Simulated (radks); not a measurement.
Ce40+, 18 electrons, occupied as [Ar].

Method: Dirac Kohn-Sham, PBE, spin-unpolarised, spherical densities, finite nucleus; Fermi nuclear charge, rms radius 4.8771 fm; computed with a radial shooting solver on a logarithmic mesh with Libxc functionals.

Energy parts (Ry):
total: -15053.9838
kinetic: 16325.4373
electron-nucleus: -33321.2699
Hartree: 2205.2138
exchange-correlation: -263.3649

Orbitals (lengths in bohr, moments of r in powers of bohr; r(90%) holds 90 % of the orbital's charge):
[
 {"orbital": "1s1/2", "occ.": "2", "eigenvalue (Ry)": "-3127.167", "r(90%)": "0.0443"},
 {"orbital": "2s1/2", "occ.": "2", "eigenvalue (Ry)": "-639.0033", "r(90%)": "0.161"},
 {"orbital": "2p1/2", "occ.": "2", "eigenvalue (Ry)": "-614.2481", "r(90%)": "0.143"},
 {"orbital": "2p3/2", "occ.": "4", "eigenvalue (Ry)": "-580.8511", "r(90%)": "0.151"},
 {"orbital": "3s1/2", "occ.": "2", "eigenvalue (Ry)": "-241.3898", "r(90%)": "0.373"},
 {"orbital": "3p1/2", "occ.": "2", "eigenvalue (Ry)": "-232.0837", "r(90%)": "0.361"},
 {"orbital": "3p3/2", "occ.": "4", "eigenvalue (Ry)": "-223.9509", "r(90%)": "0.374"}
]

The highest occupied level is 3p3/2 at -3047.0 eV. For comparison, the ionisation energy in NIST's Atomic Spectra Database is 3087 eV (theoretical). In exact Kohn-Sham theory the highest level is minus the ionisation energy, but local and semilocal functionals leave it too shallow, through self-interaction and a potential that decays too fast; potentials with the right tail come closer. The electron density at the nucleus is 3.833e+05 e/bohr^3. Summed over all electrons, <r^2> = 0.6682 bohr^2, which gives a Langevin (diamagnetic) susceptibility term of -0.529 x 10^-6 cm^3/mol. The density falls to 0.001 e/bohr^3 at r = 0.75 bohr.
